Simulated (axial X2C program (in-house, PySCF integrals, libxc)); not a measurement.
**MgTa: properties at the nuclei**

Calculated with an axial X2C code built on PySCF integrals: two-component X2C with atomic mean-field Coulomb and Gaunt terms, Gaussian nuclei, basis Ta dyall-cv3z, Mg dyall-cv3z with contracted cores.

R = 2.790 Å (near the PBE0 minimum at charge 0 of the determinant lowest at the starting distance; the state shown can have its own minimum elsewhere).

Determinant lowest in the PBE0 search, Ω = 1/2 (⟨Sz⟩ = 2.46, ⟨Lz⟩ = -1.96 at PBE0), spin on the atoms Ta 2.21, Mg 0.25:

```tsv
level	Eeff magnitude (GV/cm)	Ws magnitude Ta (kHz)	A∥/gI Ta (MHz)	qzz Ta (a.u.)	A∥/gI Mg (MHz)	qzz Mg (a.u.)	μ (D)
PBE0	21.2	38.4	6920	-4.15	277	-0.21	-0.42
HF	18	31.3	6670	-3.66	82	-0.21	-1.15
BHandHLYP	17.6	31.9	6180	-3.41	327	-0.23	-0.34
BP86	21.2	38.3	6660	-4.23	382	-0.20	-0.16
TPSSh	20.9	37.4	6270	-4.07	339	-0.22	-0.48
```

Determinant 0.29 eV from it at PBE0 and this distance, Ω = 5/2 (⟨Sz⟩ = 2.48, ⟨Lz⟩ = 0.02 at PBE0), spin on the atoms Ta 2.26, Mg 0.21:

| level | Eeff magnitude (GV/cm) | Ws magnitude Ta (kHz) | A∥/gI Ta (MHz) | qzz Ta (a.u.) | A∥/gI Mg (MHz) | qzz Mg (a.u.) | μ (D) |
| --- | --- | --- | --- | --- | --- | --- | --- |
| PBE0 | 21.2 | 7.71 | 1740 | 2.32 | 41.9 | -0.04 | 0.86 |
| HF | 20.6 | 7.48 | 1560 | 1.88 | 12.8 | -0.05 | 0.64 |
| BHandHLYP | 21.9 | 8.01 | 1710 | 2.27 | 56.7 | -0.06 | 0.87 |
| BP86 | 20.2 | 7.28 | 1750 | 2.61 | 50.8 | -0.01 | 1.08 |
| TPSSh | 20.3 | 7.35 | 1580 | 2.57 | 55.3 | -0.04 | 0.80 |

Eeff is the effective electric field on the electron electric dipole moment in this Ω state and Ws the scalar–pseudoscalar constant of the nucleus named (defined with the proton number Z and per Ω); A∥ (defined per Ω) follows by multiplying with gI = μI/(I μN); qzz is the electric field gradient, eQq0 = 234.96 MHz × Q/barn × qzz; μ is positive if the Mg end (last atom) is positive. The operators were transformed with the bare-nucleus X2C matrices; with these basis sets, hyperfine constants and field gradients can be off by tens of per cent, and where levels differ in sign neither size nor sign is settled.

**Question.** With gI(181Ta) = 0.6773, Q(181Ta) = 3.17 barn, Q(25Mg) = 0.1994 barn (g factors from the IAEA table of nuclear moments by Stone; Q from Pyykkö, Mol. Phys. 2018), turn the PBE0 values of the first state into constants in MHz.

**Answer.** A∥(181Ta) = 6920 × 0.6773 = 4690 MHz; eQq0(181Ta) = 234.96 × (3.17) × (-4.15) = -3090 MHz; eQq0(25Mg) = 234.96 × (0.1994) × (-0.21) = -9.84 MHz.

Each state is one determinant with collinear spin, which with several unpaired electrons need not be a pure state. Unrestricted Hartree–Fock can overshoot spin polarisation at the nuclei. With several open shells hyperfine constants can be off by a factor of several. States lie within half an eV, so the first need not be the ground state. Further determinants of the search, some of them spin-mixed, are not shown. Where a field gradient or hyperfine factor spreads by more than a factor of two over the levels, a constant derived from it is not to be relied on. PBE0 term energies can be off by some tenths of an eV.
